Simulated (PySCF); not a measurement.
Cost of one run: shielding job, `COB(c1cscc1)OC`.

Method: GIAO PBE0/pcSseg-1 NMR shielding, non-relativistic, gas phase (PySCF 2.14.0, density-fitted response routines). Geometry: GFN2-xTB. Work: shieldings, ring-centre shieldings, charges and field gradients, density fitting. The input is one job of a driver script: a line of settings, then coordinates in Å.

Input:
```
{"job": {"kind": "nmr", "xc": "PBE0", "basis": "pcSseg-1"}, "charge": 0, "multiplicity": 1}
C     -1.718519    -1.723675     0.375743
O     -1.591760    -0.326974     0.375293
B     -0.444406     0.370455     0.159435
O     -0.521115     1.722006     0.131369
C     -1.735779     2.407317     0.335275
C      0.985933    -0.237489    -0.103499
C      1.938974     0.393434    -0.957171
C      3.115231    -0.269954    -1.041810
S      3.121642    -1.690572    -0.072044
C      1.508510    -1.376667     0.435233
H     -1.557590    -2.114373     1.384762
H     -1.007058    -2.195350    -0.306814
H     -2.737056    -1.962401     0.062757
H     -2.536192     1.967729    -0.263238
H     -2.024332     2.362717     1.388194
H     -1.578338     3.446170     0.043266
H      1.726565     1.309089    -1.477331
H      3.988961    -0.019139    -1.610164
H      1.056524    -2.053073     1.133282
```

Hardware: an x86-64 server with one thread, shared host.

The basis has 222 functions.

Q: Estimate the wall time.

A: About 60 s. The SCF took 14 cycles.

The SCF part of the output:
```
coarse grid: 16984 points
cycle   1  E = -806.7421026480  dE =  1.699e+00  |g| = 7.955e-01  |ddm| = 4.053e+00
cycle   2  E = -806.5910959003  dE =  1.510e-01  |g| = 1.178e+00  |ddm| = 1.575e+00
cycle   3  E = -806.8636080961  dE = -2.725e-01  |g| = 1.047e-01  |ddm| = 1.075e+00
cycle   4  E = -806.8653474617  dE = -1.739e-03  |g| = 6.828e-02  |ddm| = 1.660e-01
cycle   5  E = -806.8664625893  dE = -1.115e-03  |g| = 1.476e-02  |ddm| = 7.173e-02
cycle   6  E = -806.8665087129  dE = -4.612e-05  |g| = 4.415e-03  |ddm| = 1.529e-02
cycle   7  E = -806.8665131301  dE = -4.417e-06  |g| = 1.030e-03  |ddm| = 4.801e-03
final grid: 160968 points
cycle   8  E = -806.9480622090  dE = -4.116e-05  |g| = 1.484e-02  |ddm| = 3.783e-02
cycle   9  E = -806.9480061103  dE =  5.610e-05  |g| = 2.180e-02  |ddm| = 2.821e-02
cycle  10  E = -806.9481081745  dE = -1.021e-04  |g| = 1.950e-03  |ddm| = 1.911e-02
cycle  11  E = -806.9481091082  dE = -9.337e-07  |g| = 4.828e-04  |ddm| = 2.201e-03
cycle  12  E = -806.9481091603  dE = -5.212e-08  |g| = 1.692e-04  |ddm| = 5.737e-04
cycle  13  E = -806.9481091671  dE = -6.775e-09  |g| = 4.003e-05  |ddm| = 1.877e-04
cycle  14  E = -806.9481091675  dE = -3.668e-10  |g| = 1.446e-05  |ddm| = 5.188e-05
converged SCF energy = -806.9481091675
```

On the final grid dE counts from the start density on that grid.

Times come from a shared host and carry two figures at best.
